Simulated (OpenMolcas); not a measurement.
## Setting up triplet GeH3O2F in OpenMolcas

The species is GeH3O2F (7 atoms), meant as a triplet with charge 0. SMILES of the parent species: `[OH][GeH]([OH])[F]`. The coordinates come from a PBE0-D4/def2-TZVP relaxation. This is one conformer, not always the lowest. That shape belongs to the parent species and isn't relaxed for this state.

```xyz
7

O    -0.3529    1.1403   -0.8593
Ge   -0.1075   -0.0268    0.4324
O     1.5182   -0.6560    0.3076
F    -1.2603   -1.2845    0.1132
H    -1.2092    1.0418   -1.2839
H    -0.3314    0.4858    1.8475
H     1.8044   -0.7687   -0.6031
```

Settings wanted:

| Setting | Value |
| --- | --- |
| method | DFT |
| reference | UKS |
| relativity | none |
| integral approximation | none |
| symmetry | none |
| basis set | 6-31G* |
| task | energy |
| functional | B3LYP |
| nucleus | point |
| integration grid | UltraFine |
| SCF convergence threshold | 1e-10 |
| d and f functions | spherical |

Give an OpenMolcas 26.06 job that does this.

One that was run (others would do as well):

mol.inp:
```
* FGeH3O2 Kohn-Sham DFT
&GATEWAY
BASLIB
$CurrDir
COORD
7
bohr
O     -0.66688435     2.15485470    -1.62384166
Ge    -0.20314556    -0.05064466     0.81711758
O      2.86898220    -1.23966034     0.58127976
F     -2.38162183    -2.42735321     0.21391700
H     -2.28505683     1.96871668    -2.42621937
H     -0.62625524     0.91802895     3.49126902
H      3.40982182    -1.45263247    -1.13969383
BASIS
6-31Gs
GROUP
NoSym
&SEWARD
GRIDINPUT
Grid=UltraFine
End of Grid
&SCF
UHF
SPIN
3
KSDFT
B3LYP
THRESHOLDS
1e-10 1e-07 1e-07 1e-05
PRORBITALS
0
```

```bash
$ export MOLCAS_MEM=1860
$ pymolcas mol.inp > mol.log
```

(Basis files named in the input come from the Basis Set Exchange and aren't shown.)

Calculated total energy: -2328.65072 Eh.
